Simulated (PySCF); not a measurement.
`CC[Si@@H]1CC[Si@H](C#N)O1`: 4 charge schemes on one density

C5H11NOSi2.
Structure used (GFN2-xTB), in Å, numbered top down from 1:
```xyz
20
C5H11NOSi2 angstrom
C      2.3596    0.5890   -0.1058
C      2.0538   -0.8124    0.4184
Si     0.2005   -1.1964    0.5192
C     -0.7803   -0.9378   -1.1023
C     -2.1160   -0.2653   -0.7408
Si    -1.8202    0.7696    0.8327
C     -1.2745    2.5027    0.3850
N     -0.9491    3.5613    0.0932
O     -0.5325   -0.0305    1.4326
H      1.8565    1.3405    0.4986
H      3.4299    0.7855   -0.0748
H      2.0258    0.7015   -1.1349
H      2.5432   -1.5542   -0.2127
H      2.4868   -0.9214    1.4129
H     -0.1079   -2.4588    1.1933
H     -0.9539   -1.8551   -1.6639
H     -0.2186   -0.2742   -1.7632
H     -2.5126    0.2965   -1.5865
H     -2.8528   -1.0367   -0.5083
H     -2.8429    0.8070    1.8654
```

Density: PBE0/pcSseg-1 (PySCF); schemes: Mulliken, IAO, Hirshfeld and ESP-fitted. Geometry: GFN2-xTB, one conformer, isolated molecule.

Problem. Atoms with like bonding are taken together and averaged. Do the Mulliken, IAO, Hirshfeld and ESP-fitted schemes agree on where the charge is lowest?

Solution. All schemes agree: Mulliken O9 (-0.751); IAO O9 (-0.880); Hirshfeld O9 (-0.309); ESP-fitted O9 (-0.417).

Problem. Do the Mulliken, IAO, Hirshfeld and ESP-fitted schemes agree on where the charge is highest?

Solution. The schemes don't all agree: Mulliken Si6 (+1.079); IAO Si6 (+1.123); Hirshfeld Si6 (+0.467); ESP-fitted Si3 (+0.457).

Problem. What partial charge does each atom carry?

Solution. In e; atoms taken as equivalent share a row and are averaged (×n: the atom named and its like, n in all):

| atom | environment | Mulliken | IAO | Hirshfeld | ESP-fitted |
| --- | --- | --- | --- | --- | --- |
| C1 | methyl carbon | -0.300 | -0.410 | -0.115 | -0.145 |
| C2 | sp3 carbon bound to silicon | -0.602 | -0.553 | -0.157 | -0.254 |
| Si3 | oxygen-bound silicon | +1.025 | +1.116 | +0.430 | +0.457 |
| C4 | sp3 carbon bound to silicon | -0.571 | -0.556 | -0.162 | -0.046 |
| C5 | sp3 carbon bound to silicon | -0.571 | -0.550 | -0.157 | -0.264 |
| Si6 | oxygen-bound silicon | +1.079 | +1.123 | +0.467 | +0.437 |
| C7 | cyano carbon | -0.224 | -0.176 | -0.031 | +0.239 |
| N8 | cyano nitrogen | -0.204 | -0.192 | -0.196 | -0.415 |
| O9 | siloxane oxygen | -0.751 | -0.880 | -0.309 | -0.417 |
| H10/H11/H12 | methyl hydrogen | +0.125 | +0.143 | +0.040 | +0.058 |
| H13 | methylene hydrogen | +0.138 | +0.147 | +0.039 | +0.070 |
| H14 | methylene hydrogen | +0.147 | +0.154 | +0.044 | +0.103 |
| H15 | Si–H hydrogen | -0.094 | -0.148 | -0.085 | -0.111 |
| H16 | methylene hydrogen | +0.150 | +0.155 | +0.042 | +0.015 |
| H17 | methylene hydrogen | +0.155 | +0.149 | +0.041 | +0.047 |
| H18 | methylene hydrogen | +0.158 | +0.159 | +0.044 | +0.067 |
| H19 | methylene hydrogen | +0.151 | +0.154 | +0.044 | +0.102 |
| H20 | Si–H hydrogen | -0.063 | -0.119 | -0.060 | -0.059 |

Mean size of the charges over all atoms: IAO 0.358 e, Mulliken 0.338 e, ESP-fitted 0.171 e, Hirshfeld 0.127 e. Each set sums to the total charge, 0, to within 0.001 e. The Hirshfeld scheme divides the density at each point in proportion to the densities of the neutral, spherically averaged free atoms.

Problem. How many electrons does the Hirshfeld scheme count on C1?

Solution. Z − q = 6 − (-0.115) = 6.115.

Problem. Sum the charges by element, for elements with more than one atom.

Solution. 
| element | atoms | Mulliken | IAO | Hirshfeld | ESP-fitted |
| --- | --- | --- | --- | --- | --- |
| C | 5 | -2.268 | -2.244 | -0.621 | -0.469 |
| Si | 2 | +2.104 | +2.239 | +0.897 | +0.894 |
| H | 11 | +1.119 | +1.077 | +0.229 | +0.407 |

Problem. How closely do the schemes follow one another over all atoms?

Solution. Correlation coefficient and root-mean-square difference: Mulliken with IAO 1.00, 0.051 e; IAO with Hirshfeld 0.98, 0.309 e; Mulliken with Hirshfeld 0.97, 0.285 e; Hirshfeld with ESP-fitted 0.91, 0.095 e; IAO with ESP-fitted 0.86, 0.310 e; Mulliken with ESP-fitted 0.85, 0.290 e.
